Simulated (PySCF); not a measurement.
# One molecule, several mistakes: C3GeH10

All numbers below are calculated, not measured. They come from PySCF 2.14.0, an open-source quantum chemistry program, on an isolated molecule that a program drew, which may never have been made. The molecule is C3GeH10 (charge 0, singlet), drawn as the SMILES string `CC[CH2][GeH3]`.

Each row is a Hartree-Fock (HF) and frozen-core CCSD(T) single point in the cc-pVDZ basis, meant for a local HF minimum. Run 1 is clean. Each other run has one planted mistake out of seven kinds, and not every kind appears here: one electron removed, one electron added, multiplicity raised by two, geometry at a saddle point, minimal basis STO-3G, one bond length entered in bohr, all coordinates scaled. The reference is restricted for singlets and unrestricted otherwise, and also for a bond in bohr. Adding or removing an electron swaps singlet and doublet. Electrons count all cores. HOMO and LUMO are orbital energies over both spins, the gradient is its largest component, and the lowest frequency (negative if imaginary) is given only where the gradient is small. Bond lengths are over the 13 bonds as drawn. T1 is the CCSD diagnostic: over 0.02 (restricted) or 0.045 (unrestricted) a single reference is doubtful. Germanium has the cc-pVDZ-PP basis, with a core potential (ECP10MDF) in place of its 10 inner electrons, and its 3s, 3p and 3d shells are frozen in CCSD(T).

Geometry of the clean run:
```xyz
14
C3GeH10, angstrom
C    -0.2849    1.4078   -1.1543
C     0.3631    0.2947   -0.3338
C    -0.2229    0.1187    1.0736
Ge    0.0472    1.6151    2.3319
H    -1.3625    1.2488   -1.2517
H     0.1383    1.4442   -2.1606
H    -0.1359    2.3905   -0.7000
H     1.4402    0.4771   -0.2621
H     0.2544   -0.6498   -0.8769
H     0.2225   -0.7600    1.5494
H    -1.2986   -0.0767    1.0155
H     1.5222    2.0450    2.3375
H    -0.8093    2.8373    1.9749
H    -0.3363    1.1619    3.7477
```

```
run,electrons,basis functions,<S^2>,HOMO (eV),LUMO (eV),gradient (hartree/bohr),lowest frequency (cm^-1),mean bond (Å),longest bond (Å),T1,HF (hartree),CCSD(T) (hartree),mistake
1,60,115,0.000,-11.08,4.32,2.8e-05,80,1.3307,1.974,0.0080,-412.79946,-413.42663,no fault
2,60,115,0.000,-10.82,3.99,4.5e-02,-,1.4238,2.112,0.0087,-412.74770,-413.39176,all coordinates scaled
3,59,115,0.759,-17.82,-8.25,1.0e-01,-,1.3307,1.974,0.0230,-412.44508,-413.04721,one electron removed
4,60,115,2.010,-2.54,-1.87,1.6e-01,-,1.3307,1.974,0.0212,-412.51394,-413.13563,?
5,60,115,0.961,-8.99,1.18,3.7e-02,-,1.4658,3.730,0.0137,-412.70829,-413.30363,?
```

**Which mistake was planted in run 4, and what did it cost?**

Electrons, basis and geometry are unchanged, and <S^2> is 2.010, beside S(S+1) = 2.00 for a multiplicity of 3. So the mistake is: multiplicity raised by two. Subtracting run 1 and multiplying by 627.51 kcal/mol a hartree, the energy moved by 179.2 kcal/mol in HF and 182.6 kcal/mol in CCSD(T).

**Which mistake was planted in run 5, and what did it cost?**

The mean bond changes by a factor of 1.102 and the longest by 1.890, so the molecule wasn't scaled as a whole. A length L in bohr read as angstrom grows by (1/0.5292 - 1) L = 0.890 L. The 13 bonds together grew by 13 x 0.1351 = 1.756 Å, which gives L = 1.974 Å. That is bond C3-Ge4, 1.974 Å in the clean geometry. So the mistake is: one bond length entered in bohr. Subtracting run 1 and multiplying by 627.51 kcal/mol a hartree, the energy moved by 57.2 kcal/mol in HF and 77.2 kcal/mol in CCSD(T).

